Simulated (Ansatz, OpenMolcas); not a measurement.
Worked example: vertical energy of the triplet above the singlet of CH4FGeN (SMILES [H]/N=[C](/F)[GeH3])

The species is CH4FGeN (8 atoms), meant as a singlet with charge 0. SMILES: `[H]/N=[C](/F)[GeH3]`. The coordinates come from a PBE0-D4/def2-TZVP relaxation.

Both states at this one shape; open shells run unrestricted unless said. 1 Eh = 27.2114 eV.

```
                             level     program  singlet CH4FGeN (Eh)  triplet CH4FGeN (Eh)
                         HF/STO-3G      Ansatz          -2243.230916          -2243.074544
   HF/6-31G* (spherical functions)      Ansatz          -2269.116912          -2268.961007
M06-L/6-31G* (spherical functions)  OpenMolcas          -2271.701994          -2271.521594
 PBE0/6-31G* (spherical functions)      Ansatz          -2271.313791          -2271.133982
```

**Question.** Work out the vertical gap, second state less first, at each level.

**Answer.** 
1. HF/STO-3G: -2243.074544 − (-2243.230916) = 0.156372 Eh = 4.26 eV.
2. HF/6-31G* (spherical functions): -2268.961007 − (-2269.116912) = 0.155905 Eh = 4.24 eV.
3. M06-L/6-31G* (spherical functions): -2271.521594 − (-2271.701994) = 0.180400 Eh = 4.91 eV.
4. PBE0/6-31G* (spherical functions): -2271.133982 − (-2271.313791) = 0.179809 Eh = 4.89 eV.

No measured value is set beside it here; the levels span 4.24 to 4.91 eV. Hartree–Fock favours the state with fewer electron pairs, since it lacks pair correlation. Minimal sets are far from the basis-set limit. All-electron rows are non-relativistic unless named.
